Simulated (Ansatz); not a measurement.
The cluster Si₂S₂. Charge 0, multiplicity 1. Geometry PBE0-D4/def2-TZVP; atoms count from 1.

```tsv
atom	x (Å)	y (Å)	z (Å)
Si1	0.8428	-0.6774	0.9170
Si2	-0.5533	0.9986	-0.8407
S3	-1.0444	0.3622	1.1748
S4	0.7549	-0.6834	-1.2511
```

The structure comes from a short search, and lower isomers may exist.

Estimate the Mulliken populations from the PBE0/def2-TZVP orbitals of Ansatz.


```json
{"atom": "Si1", "charge (e)": "0.26"}
{"atom": "Si2", "charge (e)": "0.26"}
{"atom": "S3", "charge (e)": "-0.26"}
{"atom": "S4", "charge (e)": "-0.26"}
```
Mulliken values depend strongly on the basis.

And the Mayer bond orders between heavy atoms (over 0.3)?

Si1–S3 1.15 (2.17 Å); Si1–S4 1.15 (2.17 Å); Si2–S3 1.15 (2.17 Å); Si2–S4 1.15 (2.17 Å).
